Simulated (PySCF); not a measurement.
## Calculated NMR data

PySCF 2.14.0 with density-fitted response routines calculation with spin–spin couplings from B3LYP/pcJ-1 (spin–dipole term left out of most H,H and C,H couplings), geometry from PBE0-D3(BJ)/def2-SVP and NMR shieldings at PBE0/pcSseg-1/GIAO; rapidly exchanging positions averaged, a single conformation, no solvent model, non-relativistic Hamiltonian.

References, each an isolated molecule treated in the same way: 1H and 13C against TMS. Multiplet labels drop J under 1 Hz and among equivalent protons, and merge close values. Unscaled 3J(H,H) run several per cent high. Splittings of carbon signals by F and P are missing where no couplings were computed. Where no couplings were computed, multiplicities follow the n + 1 count of equivalent neighbours, and m marks all less simple cases (inequivalent or close neighbours, rings, F or P nearby). One-bond C–F couplings are unscaled and too large by tens of Hz. Shifts are as computed. Against solution values, carbons near 30 ppm lie about +2 ppm off and those near 130 ppm about +5 ppm. Of 1211 compounds with measured shifts, 218 miss one by over three times the rms of a fit or turn the order of signals round; such compounds aren't used in these exercises.

**1.** SMILES C(=C(\CCC)C)/CF, C7H13F. 1H NMR (600 MHz, computed): δ 5.80 (m, 1H), 4.93 (m, 2H), 1.89 (t, 2H), 1.68 (s, 3H), 1.20 (m, 2H), 1.02 (t, 3H). 13C{1H} NMR (computed): δ 147.8, 130.0, 79.8, 48.0, 26.1, 17.3, 16.7.

**2.** 1-adamantanecarbonyl fluoride (SMILES O=C(F)[C@]12C[C@H]3C[C@H](C[C@H](C3)C1)C2). 1H NMR (600 MHz, computed): δ 1.80 (m, 6H), 1.73 (m, 3H), 1.64 (m, 3H), 1.62 (m, 3H). 13C{1H} NMR (computed): δ 174.7 (d, J = 431.2 Hz), 40.2 (d, J = 1.8 Hz), 40.0 (d, J = 47.5 Hz), 38.8, 29.6.
